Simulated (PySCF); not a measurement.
HfF3Cl, SMILES [F][Hf]([F])([F])[Cl], multiplicity 1. The structure is a stationary point at PBE-D3(BJ)/def2-SVP. The multiplicity is an assumed one; no other spin state was optimised. The structure was generated by enumeration; whether it is a known compound was not checked. The def2 effective core potentials stand for the cores of Hf; spin–orbit coupling is left out.

Method: PBE-D3(BJ)/def2-SVP run with PySCF 2.14.0.

Harmonic wavenumbers (cm⁻¹): 118, 118, 152, 158, 158, 382, 662, 662, 665. Rotational constants (GHz): 2.758, 1.655, 1.655; symmetry number 3.

**Question.** Work out the zero-point energy and the ideal-gas rigid-rotor harmonic-oscillator thermochemistry at 298.15 K and 1 atm.

**Answer.** ZPE = ½ Σ hcν = ½ × 3074 cm⁻¹ = 4.39 kcal/mol. H − E(el) = 9.28 kcal/mol. Entropy in cal/(mol K): translation 42.69, rotation 25.96, vibration 16.16, total 84.81. G − E(el) = -16.00 kcal/mol. Cp = 21.72 cal/(mol K). Modes under 150 cm⁻¹ make the vibrational entropy uncertain.
